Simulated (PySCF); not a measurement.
Input and output of a core-ionisation job on `F[C@@]1(Br)C[SiH2]1`.

Computed with delta-SCF UKS SCAN, pcX-2 on the ionised atom, pcseg-1 elsewhere, spin-free X2C (PySCF).

Input of the driver that calls PySCF (job settings, then Cartesian coordinates in Å):

```
{"job": {"kind": "xps"}, "charge": 0, "multiplicity": 1}
F     -1.3748    -0.7789     1.2193
C     -0.7454    -0.4093     0.0693
Br    -1.9412    -0.7573    -1.4399
C     -0.0840     0.9613     0.1143
Si     1.1573    -0.4585    -0.0678
H     -0.2980     1.6175    -0.7186
H     -0.1996     1.4763     1.0604
H      1.6681    -0.7350    -1.3933
H      1.8312    -0.9100     1.1310
```

Output:

```
ground state, core basis on atom 0 (F), 138 functions
  cycle   1  E = -3067.08140759  |g| = 6.00e-01
  cycle   2  E = -3066.95511330  |g| = 1.04e+00
  cycle   3  E = -3067.14586789  |g| = 1.14e-01
  cycle   4  E = -3067.14792419  |g| = 4.98e-02
  cycle   5  E = -3067.14851199  |g| = 1.24e-02
  cycle   6  E = -3067.14855567  |g| = 2.62e-03
  cycle   7  E = -3067.14855643  |g| = 9.64e-04
  cycle   8  E = -3067.14855351  |g| = 3.74e-04
  E(ground) = -3067.32661100 Eh
hole in F 1s of atom 0
  cycle   1  E = -3040.78283250  |g| = 2.58e+00
  cycle   2  E = -3040.07122718  |g| = 2.44e+00
  cycle   3  E = -3041.29037927  |g| = 8.32e-01
  cycle   4  E = -3041.50551106  |g| = 6.01e-01
  cycle   5  E = -3041.69018613  |g| = 7.31e-02
  cycle   6  E = -3041.69142434  |g| = 5.11e-02
  cycle   7  E = -3041.69290473  |g| = 1.06e-02
  cycle   8  E = -3041.69295778  |g| = 2.75e-03
  cycle   9  E = -3041.69296240  |g| = 6.30e-04
  cycle  10  E = -3041.69296324  |g| = 2.07e-04
  E(ion) = -3041.87528603 Eh   <S^2> = 0.7578   hole on atom = 1.000   binding energy = 692.566 eV
ground state, core basis on atom 1 (C), 138 functions
  cycle   1  E = -3067.11175819  |g| = 9.77e-02
  cycle   2  E = -3067.10927693  |g| = 1.46e-01
  cycle   3  E = -3067.11267678  |g| = 2.14e-02
  cycle   4  E = -3067.11273730  |g| = 9.40e-03
  cycle   5  E = -3067.11276035  |g| = 1.85e-03
  cycle   6  E = -3067.11276158  |g| = 2.46e-04
  E(ground) = -3067.28771971 Eh
hole in C 1s of atom 1
  cycle   1  E = -3055.73793466  |g| = 1.52e+00
  cycle   2  E = -3052.57984609  |g| = 2.90e+00
  cycle   3  E = -3055.95447641  |g| = 8.39e-01
  cycle   4  E = -3056.20906974  |g| = 5.77e-01
  cycle   5  E = -3056.32120534  |g| = 1.61e-01
  cycle   6  E = -3056.33229485  |g| = 5.12e-02
  cycle   7  E = -3056.33364459  |g| = 1.70e-02
  cycle   8  E = -3056.33381533  |g| = 7.11e-03
  cycle   9  E = -3056.33385488  |g| = 3.01e-03
  cycle  10  E = -3056.33386688  |g| = 1.26e-03
  cycle  11  E = -3056.33386905  |g| = 5.12e-04
  cycle  12  E = -3056.33386972  |g| = 1.34e-04
  E(ion) = -3056.50670950 Eh   <S^2> = 0.7905   hole on atom = 1.000   binding energy = 293.366 eV
ground state, core basis on atom 3 (C), 138 functions
  cycle   1  E = -3067.10507716  |g| = 5.76e-02
  cycle   2  E = -3067.10502078  |g| = 2.19e-02
  cycle   3  E = -3067.10490275  |g| = 3.03e-02
  cycle   4  E = -3067.10514101  |g| = 3.62e-03
  cycle   5  E = -3067.10514156  |g| = 1.04e-03
  cycle   6  E = -3067.10514145  |g| = 1.19e-04
  E(ground) = -3067.28127566 Eh
hole in C 1s of atom 3
  cycle   1  E = -3055.83988558  |g| = 1.51e+00
  cycle   2  E = -3054.80834461  |g| = 2.03e+00
  cycle   3  E = -3056.33452871  |g| = 4.39e-01
  cycle   4  E = -3056.36856313  |g| = 3.55e-01
  cycle   5  E = -3056.42292941  |g| = 7.25e-02
  cycle   6  E = -3056.42501115  |g| = 1.55e-02
  cycle   7  E = -3056.42512148  |g| = 8.25e-03
  cycle   8  E = -3056.42515401  |g| = 4.09e-03
  cycle   9  E = -3056.42516295  |g| = 1.20e-03
  cycle  10  E = -3056.42516435  |g| = 5.34e-04
  cycle  11  E = -3056.42516466  |g| = 1.53e-04
  E(ion) = -3056.59937453 Eh   <S^2> = 0.7707   hole on atom = 1.000   binding energy = 290.669 eV
ground state, core basis on atom 4 (Si), 149 functions
  cycle   1  E = -3067.19795345  |g| = 2.86e-01
  cycle   2  E = -3067.19800904  |g| = 3.23e-02
  cycle   3  E = -3067.19796295  |g| = 2.64e-02
  cycle   4  E = -3067.19808397  |g| = 9.12e-03
  cycle   5  E = -3067.19810539  |g| = 1.51e-03
  cycle   6  E = -3067.19810793  |g| = 3.40e-04
  E(ground) = -3067.33261378 Eh
hole in Si 1s of atom 4
  cycle   1  E = -2998.24866591  |g| = 4.35e+00
  cycle   2  E = -2996.46906671  |g| = 2.70e+00
  cycle   3  E = -2995.24922530  |g| = 1.82e+00
  cycle   4  E = -2998.96064861  |g| = 7.34e-01
  cycle   5  E = -2999.07561999  |g| = 6.50e-01
  cycle   6  E = -2999.30685798  |g| = 1.32e-01
  cycle   7  E = -2999.31547336  |g| = 4.10e-02
  cycle   8  E = -2999.31635827  |g| = 1.35e-02
  cycle   9  E = -2999.31642323  |g| = 6.45e-03
  cycle  10  E = -2999.31643860  |g| = 1.92e-03
  cycle  11  E = -2999.31644393  |g| = 7.29e-04
  cycle  12  E = -2999.31644479  |g| = 3.92e-04
  E(ion) = -2999.45801568 Eh   <S^2> = 0.7541   hole on atom = 1.000   binding energy = 1846.962 eV
hole in Si 2p of atom 4
  cycle   1  E = -3062.90580011  |g| = 1.24e+00
  cycle   2  E = -3061.70390073  |g| = 1.65e+00
  cycle   3  E = -3063.00435391  |g| = 5.39e-01
  cycle   4  E = -3063.22942661  |g| = 1.14e-01
  cycle   5  E = -3063.23178871  |g| = 8.40e-02
  cycle   6  E = -3063.23535732  |g| = 2.84e-02
  cycle   7  E = -3063.23577004  |g| = 8.27e-03
  cycle   8  E = -3063.23580336  |g| = 3.28e-03
  cycle   9  E = -3063.23581041  |g| = 1.02e-03
  cycle  10  E = -3063.23581237  |g| = 6.25e-04
  cycle  11  E = -3063.23581423  |g| = 5.22e-04
  cycle  12  E = -3063.23581533  |g| = 2.72e-04
  E(ion) = -3063.38109834 Eh   <S^2> = 0.7534   hole on atom = 1.002   binding energy = 107.526 eV
  2p3/2 = 107.293 eV   2p1/2 = 107.916 eV
```

Atoms in this output count from 0. The cycles run on a coarser grid; E(ground) and E(ion) are re-evaluated on a finer one, so they differ from the last cycles. The 2p3/2 and 2p1/2 values come from a spin–orbit splitting computed afterwards within the 2p shell; their 2:1 mean is the average over the three 2p orbitals, so it can differ from the printed binding energy of the one hole solved. The run used up to 149 basis functions and 83 SCF iterations in all.

The run took 47 s wall on AMD EPYC, one thread, on a shared host, and the process peaked at 0.52 GiB of memory.

Binding energies (atoms from 0): F1s of atom 0 692.57 eV; C1s of atom 1 293.37 eV; C1s of atom 3 290.67 eV; Si1s of atom 4 1846.96 eV; Si2p of atom 4 107.50 eV (mean of the shell).

Geometry: GFN2-xTB; no solvent, vibrations or thermal averaging.
